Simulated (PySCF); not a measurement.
# Spin states of CdH

Unrestricted PBE0; basis Cd cc-pVDZ-PP with ECP28, H cc-pVDZ; scalar-relativistic core potentials; PySCF 2.14. Outer shells of the fragments: Cd 4d10 5s2; H 1s1.

Followed along the bond (rough minima from three points):

| 2Ms+1 | unpaired | ⟨S²⟩ at the start | R at minimum (Å) | Te (eV) |
| --- | --- | --- | --- | --- |
| 2 | σ ↑ | 0.76 | 1.77 | 0.00 |
| 4 | σ ↑↑, π ↑ | 3.75 | none in the scan | ≤ 5.22 |

Solutions found at the starting distance of 1.720 Å, counted from the lowest of them; the search is not exhaustive and high or unbound solutions are not listed, so other states can lie among these:

| 2Ms+1 | unpaired | term | E (eV) | ⟨S²⟩ | ⟨Lz²⟩ | μ (D) |
| --- | --- | --- | --- | --- | --- | --- |
| 2 | σ ↑ | ²Σ⁺ | 0.00 | 0.76 | 0.00 | -0.34 |
| 2 | π ↑ | ²Π | 2.79 | 0.78 | 1.00 | -1.96 |
| 4 | σ ↑↑, π ↑ | ⁴Π | 5.49 | 3.75 | 1.00 | 2.22 |
| 2 | σ ↑↑, π ↓ | mixed | 6.27 | 1.75 | 1.00 | 2.35 |
| 4 | σ ↑↑↑ | ⁴Σ⁺ | 8.38 | 3.75 | 0.00 | 2.10 |
| 4 | σ ↑, π ↑↑ | ⁴Σ⁻ | 8.79 | 3.76 | 0.00 | 0.68 |

A term symbol is given only where ⟨S²⟩ and ⟨Lz²⟩ are close to those of a pure state; real π, δ and φ orbitals otherwise mix terms. A positive dipole means Cd(−)H(+).

Spin–orbit coupling is left out. Counting both spins, an empty level lies below a filled one in some of these solutions, because spin and occupation are held.
